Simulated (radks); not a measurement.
Values are calculated unless marked as measured or tabulated.
Problem. The mean radii <r> (bohr) of the occupied orbitals of an atom or ion are listed with their occupations. Code: a radial shooting solver on a logarithmic mesh with Libxc functionals. Model: Dirac Kohn-Sham, PBE, spin-unpolarised, spherical densities, point nucleus.

| orbital | occ. | <r> |
|---|---|---|
| 1s1/2 | 2 | 0.01631 |
| 2s1/2 | 2 | 0.06805 |
| 2p1/2 | 2 | 0.05589 |
| 2p3/2 | 4 | 0.06469 |
| 3s1/2 | 2 | 0.1770 |
| 3p1/2 | 2 | 0.1674 |
| 3p3/2 | 4 | 0.1835 |
| 3d3/2 | 4 | 0.1595 |
| 3d5/2 | 6 | 0.1644 |
| 4s1/2 | 2 | 0.3914 |
| 4p1/2 | 2 | 0.3931 |
| 4p3/2 | 4 | 0.4274 |
| 4d3/2 | 4 | 0.4332 |
| 4d5/2 | 6 | 0.4443 |
| 5s1/2 | 2 | 0.8714 |
| 4f5/2 | 6 | 0.4637 |
| 4f7/2 | 8 | 0.4701 |
| 5p1/2 | 2 | 0.9302 |
| 5p3/2 | 4 | 1.017 |
| 5d3/2 | 4 | 1.249 |
| 5d5/2 | 3 | 1.286 |
| 6s1/2 | 2 | 2.057 |
| 6p1/2 | 1 | 2.351 |

Name the element and its charge. Open shells, if any, fill j = l - 1/2 first.

Solution. Z = 81, thallium, charge +3: Tl3+ in [Xe] 4f14 5d7 6s2 6p1. The 1s radius gives Z: for a bare nucleus <r> = (2 gamma + 1)/(2Z) with gamma = sqrt(1 - (Z/c)^2), 0.01613 bohr for Z = 81, and screening makes it slightly larger (0.01631 here). The occupations add up to 78, and the charge is Z minus that.
